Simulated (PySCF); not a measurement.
Computed IR spectrum (relative IR intensity) of a molecule C₂H₁₀O₂Si₂. Geometry optimised at PBE-D3(BJ)/def2-SVP. The values are those of a single conformer. Computed with PySCF 2.14.0 with PBE-D3(BJ)/def2-SVP. Frequencies are harmonic and unscaled.

Lines under 2 % of the strongest are left out, and lines within 2 cm⁻¹ are merged.

ν (cm⁻¹): 290 (w), 359 (m), 372 (m), 646 (vw), 695 (m), 720 (w), 790 (m), 821 (vs), 875 (vs), 884 (m), 905 (m), 913 (m), 923 (m), 978 (w), 1029 (m), 1115 (s), 1169 (m), 1325 (vw), 1420 (vw), 1426 (vw), 2134 (m), 2155 (s), 2188 (s), 2192 (m), 2921 (m), 2992 (w), 3040 (w), 3742 (m) (against the strongest line: vs over 80 %, s over 45 %, m over 15 %, w over 4 %, vw less)

Task: Which structure fits?
A) OC[Si@@H](O)C[SiH3]
B) CC(O[SiH3])O[SiH3]
C) CO[Si@@H](O)C[SiH3]
D) [SiH3]OCCO[SiH3]

Result: C, CO[Si@@H](O)C[SiH3]
